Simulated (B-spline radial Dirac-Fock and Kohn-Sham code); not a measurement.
Dipole and non-dipole photoemission parameters of Re 3p3/2

System: atomic rhenium, [Xe] 4f14 5d5 6s2; threshold 2367.0 eV (tabulated edge). The computed values come from a radial B-spline solver: Dirac-Hartree-Slater photoionisation with a Latter tail; cross sections with all multipoles, angular parameters from the dipole term and its interference with E2.

```tsv
hν (eV)	σ (kb)	β	γ	δ
3740	62.3	1.501	0.053	0.014
4000	55.1	1.544	0.001	0.012
4110	?	?	?	?
4430	45.3	1.594	-0.046	0.010
5170	33.2	1.644	-0.047	0.012
6000	24.4	1.672	0.020	0.015
7160	16.6	1.688	0.170	0.019
8260	12.0	1.690	0.337	0.023
9251.7	9.16	1.684	0.493	0.026
11200	5.76	1.664	0.789	0.033
12000	4.85	1.654	0.903	0.036
13400	3.67	1.636	1.095	0.041
15000	2.74	1.613	1.302	0.047
```

Question: Give the values at 4110 eV.

Answer: σ = 52.3 kb, β = 1.559, γ = -0.016, δ = 0.011.
